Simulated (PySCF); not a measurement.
Distorted geometries of Lu(NH2)3

Lu(NH2)3 (singlet in the valence; each metal's 4f electrons, 14 of them, lie in its core potential, out of spins and levels). PySCF 2.14.0, RKS PBE0, Lu lcecp-1-SVP with ECP60, N def2-SVP, H def2-SVP; non-relativistic Hamiltonian with scalar-relativistic core potentials where named; density fitting; no spin-orbit coupling. Relaxed geometry:

```xyz
10

Lu   -0.0053    0.0107   -0.0356
N     2.1122    0.0073   -0.2157
H     2.7470    0.8055   -0.1955
H     2.7124   -0.8118   -0.3120
N    -1.0582    1.8384    0.2228
H    -2.0631    1.9570    0.3517
H    -0.6710    2.7820    0.2446
N    -1.0573   -1.8359   -0.0272
H    -2.0630   -1.9827    0.0614
H    -0.6537   -2.7704   -0.0946
```

Question: Order these distorted geometries by energy above the relaxed one, lowest first.
A.
```xyz
10

Lu   -0.0174   -0.0293   -0.0319
N     2.0904   -0.0136   -0.1818
H     2.8224    0.8029   -0.2954
H     2.6462   -0.8175   -0.4100
N    -1.0096    1.8059    0.1762
H    -2.0325    1.9528    0.4010
H    -0.8051    2.8076    0.2297
N    -1.1625   -1.7657    0.0532
H    -2.0169   -2.0345    0.1204
H    -0.5150   -2.7088   -0.0615
```
B.
```xyz
10

Lu   -0.0600   -0.0112   -0.0578
N     2.1969    0.1549   -0.1912
H     2.7828    0.8084   -0.1691
H     2.6795   -0.8143   -0.2685
N    -0.9686    1.8246    0.2473
H    -2.0004    1.9730    0.3715
H    -0.6334    2.7299    0.2303
N    -1.1044   -1.8174   -0.0414
H    -2.1015   -2.1494    0.0694
H    -0.7908   -2.6984   -0.1907
```
C.
```xyz
10

Lu    0.0610   -0.0160    0.0350
N     2.0722    0.0813   -0.2065
H     2.8220    0.8448   -0.1713
H     2.7069   -0.8535   -0.3383
N    -0.9589    1.8950    0.2450
H    -2.1548    1.9302    0.3237
H    -0.7014    2.6820    0.1838
N    -1.0526   -1.8491    0.0233
H    -2.0718   -2.0007    0.0328
H    -0.7227   -2.7139   -0.1275
```

Answer: A (1.05 eV), B (1.33 eV), C (2.34 eV).

Question: Which forces (eV/Å) act in the one that lies 1.33 eV up?

Answer: 
```
Lu    2.57   0.50  -0.11
N    -7.88 -10.03  -0.34
H     6.88   7.23   0.23
H    -0.67   2.38   0.16
N    -2.92  -1.75   0.20
H     1.03  -0.35  -0.09
H     1.32   2.63  -0.03
N    -3.55   1.84   0.69
H     0.80   1.35   0.05
H     2.44  -3.79  -0.76
```
Forces carry noise of the integration grid, about 0.01 to 0.03 eV/Å.

An lcecp potential fixes the number of 4f electrons, so in runs with it no electron can move into or out of that shell.
